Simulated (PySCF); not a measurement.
## Relaxation of singlet MoCl4

All numbers come from B3LYP/[Mo def2-TZVP with ECP28, Cl def2-TZVP], scalar-relativistic core potentials, density fitting, no spin–orbit coupling, PySCF. A (50,194) grid was used.

A start displaced from a saddle point along its imaginary mode, of D2 symmetry, held to at least that symmetry:

Coordinates in bohr (charge 0 multiplicity 1):
```
Mo    0.0000    0.0000    0.0000
Cl    2.0237    2.9656   -2.2975
Cl    2.0237   -2.9656    2.2975
Cl   -2.0237    2.9656    2.2975
Cl   -2.0237   -2.9656   -2.2975
```

Optimiser trace:
```json
{"step": "0", "E − E(last) (kJ/mol)": "19.01", "largest gradient (Eh/bohr)": "0.00741"}
{"step": "1", "E − E(last) (kJ/mol)": "8.90", "largest gradient (Eh/bohr)": "0.00509"}
{"step": "2", "E − E(last) (kJ/mol)": "1.04", "largest gradient (Eh/bohr)": "0.00162"}
{"step": "3", "E − E(last) (kJ/mol)": "0.25", "largest gradient (Eh/bohr)": "0.00030"}
{"step": "4", "E − E(last) (kJ/mol)": "0.22", "largest gradient (Eh/bohr)": "0.00011"}
{"step": "5", "E − E(last) (kJ/mol)": "0.21", "largest gradient (Eh/bohr)": "0.00008"}
{"step": "6", "E − E(last) (kJ/mol)": "0.16", "largest gradient (Eh/bohr)": "0.00029"}
{"step": "7", "E − E(last) (kJ/mol)": "0.09", "largest gradient (Eh/bohr)": "0.00043"}
{"step": "8", "E − E(last) (kJ/mol)": "0.01", "largest gradient (Eh/bohr)": "0.00031"}
{"step": "9", "E − E(last) (kJ/mol)": "0.00", "largest gradient (Eh/bohr)": "0.00008"}
{"step": "10", "E − E(last) (kJ/mol)": "0.00", "largest gradient (Eh/bohr)": "0.00006"}
```

It ends at D2d with Mo–Cl 2.243 Å (×4); Cl–Mo–Cl 102.3° (×2), Cl–Mo–Cl 113.2° (×4) (after a last refinement on a finer grid). No frequency check is given, so it may be a saddle point. Other isomers or separated fragments may lie lower.

Final geometry:
```xyz
5
charge 0 multiplicity 1, angstrom
Mo    0.0000    0.0000    0.0000
Cl    1.2354    1.4069   -1.2354
Cl    1.2354   -1.4069    1.2354
Cl   -1.2354    1.4069    1.2354
Cl   -1.2354   -1.4069   -1.2354
```

Stability towards spin polarisation was not tested.
